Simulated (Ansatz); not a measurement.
Molecule: ethynyl(prop-2-ynyl)silane, C₅H₆Si (charge 0, singlet). SMILES: C([SiH2]CC#C)#C
Coordinates optimised at B3LYP-D3(BJ)/def2-TZVP (Ansatz, a quantum-chemistry and plane-wave program):
```xyz
12

C      3.0579     1.1372     0.2799
C      1.8598     1.1296     0.1985
C      0.4170     1.0429     0.0955
Si    -0.1361    -0.7620    -0.0584
C     -1.9588    -0.8082    -0.1844
C     -3.1620    -0.8129    -0.2660
H      4.1169     1.1632     0.3531
H     -0.0644     1.4813     0.9741
H      0.0539     1.5943    -0.7763
H      0.2882    -1.5182     1.1371
H      0.4509    -1.3626    -1.2731
H     -4.2235    -0.8222    -0.3383
```
Charge 0, spin multiplicity 1.

Computed values are from Ansatz. Cores are frozen in the correlated levels unless marked. UHF or UKS for open shells. Spin-orbit coupling is left out. No relativistic terms. CBS(X,Y): correlation extrapolated as X^-3; Hartree-Fock from the larger set. The bracket is a focal-point correction in the basis named.

```yaml
atomisation energy De: 5068.1 kJ/mol at CCSD(T)/CBS(aug-cc-pV(T+d)Z,aug-cc-pV(Q+d)Z)
vertical ionisation energy (to the doublet): 10.02 eV at RI-MP2/CBS(aug-cc-pV(T+d)Z,aug-cc-pV(Q+d)Z)+[CCSD(T)-MP2]/aug-cc-pV(T+d)Z
vertical_triplet_singlet_gap: 5.52 eV at RI-MP2/CBS(aug-cc-pV(T+d)Z,aug-cc-pV(Q+d)Z)+[CCSD(T)-MP2]/aug-cc-pV(T+d)Z
total_energy: -482.8167 Eh at CCSD(T)/CBS(aug-cc-pV(T+d)Z,aug-cc-pV(Q+d)Z)
dipole_moment: 1.00 D at CCSD(T)/aug-cc-pV(D+d)Z
T1 diagnostic: 0.013 at CCSD/aug-cc-pV(Q+d)Z
```
